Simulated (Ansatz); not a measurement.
Several settings on one geometry of Si(SH)2Cl2 (SiH₂S₂Cl₂) (that of the charge 0 singlet, PBE-D4/def2-SVP). Ansatz on 4 threads of Arm Neoverse V2 on a shared host; times are rough.

```xyz
7

Si   -0.108    0.002   -0.076
S    -0.005   -0.187    2.049
H    -1.230    0.384    2.231
S     1.930    0.158   -0.696
H     1.674   -0.391   -1.918
Cl   -1.267    1.655   -0.564
Cl   -0.994   -1.619   -1.025
```

Totals from different functionals, basis sets or treatments of relativity can't be compared as stabilities.

DK, ANO-RCC and x2c sets are all-electron and run with scalar relativity unless a key says otherwise. The 6-31G sets use Cartesian d functions.

Scalar relativity in a set contracted without it gives distorted totals.

Question: Give the basis size and estimate the energy, ⟨S²⟩, dipole and time of these runs.

```tsv
run	method	charge	state	further keys
1	RKS BHLYP-D4/def2-SVP	0	singlet	pseudopotentials: {relativity: scalar}; forces asked
2	RKS PBE-D3(BJ)-ATM/6-31++G**	0	singlet	accuracy: high; scf: {lower_state_search: off}
3	RKS B97M-V/ANO-RCC-VTZP	0	singlet	final_grid: {core_spheres: 20, valence_spheres: 16, degree: 47}; pseudopotentials: {relativity: none}; scf: {omitted_lower_state_checks: [starts]}; forces asked
```

Answer: 
```csv
run,functions,energy (Eh),⟨S²⟩,dipole (D),wall time
1,100,-2011.9918,–,0.28,1.6 s
2,127,-2006.7004,–,–,3.3 s
3,198,-2005.7501,–,0.02,14 s
```

At RKS B97M-V/ANO-RCC-VTZP the program marks the result for the charge 0 singlet as doubtful (missing relativity).
